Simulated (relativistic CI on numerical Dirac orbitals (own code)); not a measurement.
# Be2+: sensitivity of the levels to the model

Base calculation: Dirac-Coulomb-Breit CI, separate exchange-only KLI orbitals for each configuration, a model potential for QED, valence Slater integrals scaled by 0.85, P86 correlation energy added to each configuration.

Configuration list: 1s2, 1s 2s, 1s 2p, 1s 3s, 1s 3p, 1s 3d, 1s 4s, 1s 4p, 1s 4d, 1s 4f, 1s 5s, 1s 5p, 1s 5d, 1s 5f, 1s 5g, 1s 6s, 1s 6p, 1s 6d. Levels of other configurations are missing.

The lowest level and the first level of each name with at least 55 % of one term (blank where a level has no safe partner in the second run):

| Level | Base (cm⁻¹) | Shift (cm⁻¹) |
| --- | --- | --- |
| 1s2 1S_0 | 0 | 0 |
| 1s 2s 3S_1 | 951037 | -2627 |
| 1s 2s 1S_0 | 971921 | -2635 |
| 1s 2p 3P°_1 | 978579 | -3412 |
| 1s 2p 3P°_0 | 978593 | -3412 |
| 1s 2p 3P°_2 | 978593 | -3412 |
| 1s 2p 1P°_1 | 992323 | -3415 |
| 1s 3s 3S_1 | 1116071 | -4161 |
| 1s 3s 1S_0 | 1121980 | -4159 |
| 1s 3p 3P°_1 | 1123162 | -4111 |
| 1s 3p 3P°_2 | 1123166 | -4111 |
| 1s 3p 3P°_0 | 1123166 | -4111 |
| 1s 3d 3D_2 | 1124687 | -2967 |
| 1s 3d 3D_1 | 1124687 | -2967 |

For a near-neutral ion this model can misplace configurations by up to about 10,000 cm⁻¹ (more where the count of f electrons changes) and terms by 10 to 25 % of their spread. Rates follow the energies as ν³ (E1, M1) or ν⁵ (E2), so they and the lifetimes can be off by large factors. The fine structure of a lone outer electron comes out too small, for d and f at times inverted, and misplaced configurations move strength between like terms. 2 of the 2 excited levels that our extract of the measured tables holds in this range could be paired (the sources list more); they are missed by 4646 cm⁻¹ on average and 5143 at most, and levels without a partner can miss by more.

One thing was changed in a second run, which moved the levels as shown. Which?
A. QED terms removed
B. valence Slater integrals scaled by 0.75
C. Breit term removed
D. no correlation estimate
E. configuration mixing switched off

D. No correlation estimate. A correlation estimate moves all levels of a configuration together before mixing; mixed levels move by a weighted share.
